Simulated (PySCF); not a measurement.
CH3ClTe, SMILES C[Te]Cl.

Geometry optimised at PBE-D3(BJ)/def2-SVP. The def2 effective core potentials stand for the cores of Te; spin–orbit coupling is left out.

Level of theory: PySCF with ωB97X/def2-TZVPD.

Symmetry labels are those of the subgroup Cs that the program uses (full group Cs).

Computed valence orbital energies around the gap with their symmetry:
| orbital | symmetry | energy (eV) |
|---|---|---|
| HOMO−7 | A' | -19.50 |
| HOMO−6 | A' | -14.84 |
| HOMO−5 | A" | -14.76 |
| HOMO−4 | A' | -12.86 |
| HOMO−3 | A' | -12.14 |
| HOMO−2 | A" | -11.83 |
| HOMO−1 | A' | -10.84 |
| HOMO | A" | -8.50 |
| LUMO | A' | -0.51 |
| LUMO+1 | A' | 0.96 |
| LUMO+2 | A' | 1.62 |
| LUMO+3 | A" | 1.70 |
